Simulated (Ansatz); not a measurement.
Ansatz (a program for electronic structure) input:
A basis named .json is the Basis Set Exchange file of that set.

Ansatz 0.2 input:
```yaml
crystal:
  periodic: [false, false, false]
  atoms:
    - {symbol: Zn, position_ang: [-0.37282179, -0.67969828, -0.28983161]}
    - {symbol: S, position_ang: [0.60743641, 1.24061584, 0.46642525]}
    - {symbol: H, position_ang: [1.46567121, 0.54109494, 1.23214432]}
basis:
  gaussian:
    orbitals: def2-QZVPP.json
    fitting: {mean_field: def2-universal-jkfit, correlation: def2-QZVPP-RIFIT.json}
magnetization: {spin_polarized: true, initial_magnetization: 1}
correlation: {method: mp2, electrons: outside_noble_gas}
```

Problem. What final total energy does it print?

Solution. -2176.70300 Eh (RI-MP2/def2-QZVPP). The basis has 200 functions.

The spin state was set by rule; other spins were not relaxed.
